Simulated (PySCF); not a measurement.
C2HF4, SMILES F[CH]C(F)(F)F, multiplicity 2. Geometry optimised at B3LYP-D3(BJ)/def2-SVP. The isomer is the one that the SMILES or the coordinates give; other isomers of the formula were not compared.

Task: Give the equilibrium geometry at B3LYP-D3(BJ)/def2-SVP (PySCF confirms it by a frequency run) as a Z-matrix. (Estimate from the structure and the level; the computed values follow.)

Result: 
```
C
F 1 1.3391
F 1 1.3404 2 108.94
F 1 1.3495 2 106.97 3 116.07
C 1 1.4913 2 111.66 4 123.38
F 5 1.3235 1 115.97 2 -52.25
H 5 1.0932 6 116.72 1 153.73
```
Charge 0, spin multiplicity 2.
